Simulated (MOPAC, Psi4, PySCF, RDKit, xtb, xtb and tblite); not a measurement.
Two geometries of SMILES N#Cc1ccsc1-c1ccncc1, relaxed at GFN2-xTB with one dihedral held; other torsions can differ between them too.

Structure A

```
19

N     -0.8931    -3.2055     0.2262
C     -1.2383    -2.1125     0.1921
C     -1.6749    -0.7765     0.1620
C     -3.0340    -0.3846     0.3109
C     -3.1874     0.9587     0.2495
S     -1.6965     1.7845     0.0007
C     -0.8279     0.2912    -0.0408
C      0.6257     0.2597    -0.1530
C      1.4032    -0.3368     0.8382
C      2.7815    -0.2972     0.7045
N      3.4014     0.2901    -0.3037
C      2.6641     0.8702    -1.2345
C      1.2799     0.8959    -1.2064
H     -3.8363    -1.0849     0.4583
H     -4.0919     1.5271     0.3374
H      0.9404    -0.8262     1.6811
H      3.4226    -0.7513     1.4481
H      3.2122     1.3426    -2.0390
H      0.7158     1.3870    -1.9847
```

Structure B

```
19

N      1.1984    -3.2821     0.1077
C      1.3615    -2.1458     0.1085
C      1.6689    -0.7746     0.1190
C      3.0233    -0.3569     0.2366
C      3.1524     0.9905     0.2310
S      1.6414     1.7909     0.0836
C      0.7805     0.2829     0.0249
C     -0.6620     0.2784    -0.1059
C     -1.3689     1.4833    -0.1855
C     -2.7452     1.4482    -0.3101
N     -3.4458     0.3275    -0.3594
C     -2.7846    -0.8142    -0.2847
C     -1.4084    -0.9024    -0.1585
H      3.8425    -1.0484     0.3198
H      4.0504     1.5709     0.3051
H     -0.8469     2.4280    -0.1504
H     -3.3194     2.3630    -0.3744
H     -3.3902    -1.7095    -0.3280
H     -0.9319    -1.8665    -0.1027
```

**Question.** Which is lower in energy at the level PBE0-D3(BJ)/def2-SVP // GFN2-xTB (Psi4 1.11), and by how much?

**Answer.** B is lower, by 4.77 kJ/mol (dihedral S6–C7–C8–C9: 120° in A, 0° in B).

E(B) − E(A) in kJ/mol at the other levels, on the same two geometries: GFN2-xTB (xtb and tblite) -8.76; MMFF94 // GFN2-xTB (RDKit) 24.09; PBE0/def2-SVP // GFN2-xTB (Psi4) -4.68; PBE/def2-SVP // GFN2-xTB (Psi4) -7.36; PBE-D3(BJ)/def2-SVP // GFN2-xTB (Psi4) -7.73; UFF // GFN2-xTB (RDKit) 22.32; PM7, restricted, heats of formation // GFN2-xTB (MOPAC) 11.30; PM3, restricted, heats of formation // GFN2-xTB (MOPAC) 6.07; GFN1-xTB // GFN2-xTB (xtb) -9.31; restricted B3LYP/6-31G*, spherical d, density fitting // GFN2-xTB (PySCF) -2.19.
